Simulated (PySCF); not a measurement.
CH₄BrFOSi. Atoms are numbered in the order given.

```xyz
9

C      2.0206    -0.2048    -1.0362
Si     0.1856    -0.1281    -0.7988
O     -0.4963    -1.5339    -1.3583
F     -0.4407     1.1479    -1.6094
Br    -0.3583     0.2080     1.3481
H      2.4524    -1.0319    -0.4398
H      2.4907     0.7453    -0.7161
H      2.2570    -0.3771    -2.1055
H     -1.4443    -1.6534    -1.1718
```

Geometry: PBE-D3(BJ)/def2-SVP. One conformer was computed; it need not be the lowest.

Level of theory: PySCF with PBE/def2-TZVP.

Isolated molecule, no solvent.

Q: Estimate the frontier levels, gap, dipole moment and polarisability. (Estimate from the structure and the level; the computed values follow.)

A: 
The highest occupied level comes out as -7.30 eV, the lowest empty level comes out as -0.57 eV and the orbital gap is 6.74 eV. The dipole moment is 1.15 D and the quadrupole, principal values (traceless, Buckingham form, about the centre of nuclear charge) comes out as -6.37, -2.77, 9.14 D·Å. The mean static polarisability comes out as 60.0 bohr³ (8.89 Å³) and the polarisability, principal values is 50.6, 57.6, 71.8 bohr³.
